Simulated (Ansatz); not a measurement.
Consider the ligand exchange at a B–N bond: `C=C([SiH3])NBF` + CH₃OH → `COBF` + `C=C(N)[SiH3]`.

Gas-phase electronic energies from Ansatz, PBE0-D4/def2-TZVP geometries. CBS: MP2 limit from def2 TZ/QZ plus the TZ coupled-cluster correction, frozen cores. This one scheme is used for every species. Functionals use def2-TZVPP. One conformer a species, not always the lowest.

```
             level  ΔE (kJ/mol)  difference from CCSD(T)/CBS
         r2SCAN-D4        -21.5                         -4.6
           ωB97M-V        -19.5                         -2.6
               PBE        -20.7                         -3.8
            r2SCAN        -22.3                         -5.4
              PBE0        -19.4                         -2.5
     HF/def2-TZVPP        -26.9                        -10.0
    MP2/def2-TZVPP        -17.6                         -0.7
SCS-MP2/def2-TZVPP        -18.7                         -1.8
CCSD(T)/def2-TZVPP        -17.7                         -0.8
SCS-MP2/def2-QZVPP        -18.7                         -1.8
       CCSD(T)/CBS        -16.9                            0
```

Largest T1 diagnostic among the species: 0.013.

In def2-TZVPP, CCSD(T) changes the Hartree–Fock value by +9.2 kJ/mol (the triples alone add +0.7 kJ/mol) and MP2 by +9.3 kJ/mol. The D4 term adds +4.2 kJ/mol with B3LYP and +2.4 kJ/mol with PBE0; it sums over pairs of atoms, weighted by their polarisabilities, and B3LYP, whose exchange is more repulsive, gets the larger term.

B3LYP here is the variant with VWN-RPA as its local correlation; programs differ in this.
